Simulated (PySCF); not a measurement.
A GIAO shielding run with PySCF 2.14.0 with density-fitted response routines (density fitting, non-relativistic, gas phase) on `C=C(C)/C(C)=C(\C)CC`, C9H16:

```
$ OMP_NUM_THREADS=1 python probes_run.py task.json out

{"job": {"kind": "nmr", "xc": "PBE0", "basis": "pcSseg-1"}, "charge": 0, "multiplicity": 1}
C     -2.386357     0.988155     0.099480
C     -1.743899    -0.159021     0.254586
C     -2.365887    -1.355211     0.912409
C     -0.361235    -0.365958    -0.246899
C     -0.283271    -1.234723    -1.478125
C      0.710390     0.141712     0.360957
C      0.625938     0.973918     1.606862
C      2.114269    -0.071231    -0.146390
C      2.543589     1.057234    -1.086501
H     -3.398492     1.125368     0.444266
H     -1.922995     1.834438    -0.378547
H     -1.783432    -1.635563     1.789785
H     -3.387970    -1.145684     1.218171
H     -2.367538    -2.206041     0.232743
H      0.396255    -0.814296    -2.215197
H     -1.266378    -1.323565    -1.935120
H      0.068610    -2.235984    -1.224858
H      1.131240     1.927320     1.457528
H      1.127124     0.461553     2.429117
H     -0.404022     1.166635     1.891053
H      2.192565    -1.024850    -0.669661
H      2.799822    -0.100806     0.703724
H      3.561296     0.895987    -1.435554
H      2.505065     2.016630    -0.576078
H      1.884378     1.108125    -1.949860
```

Hardware: 1 thread of an Arm Neoverse V1, shared host. The job also computes population analyses, field gradients.

Task: How large is the calculation?

Result: 70 electrons, 233 basis functions and 1199 auxiliary functions.

Task: How long does it take, and how much memory does it need?

Result: 59 s of wall time, with 14 SCF cycles and 5 response iterations; peak memory 1.1 GiB. Times on a shared host scatter by some tens of per cent.
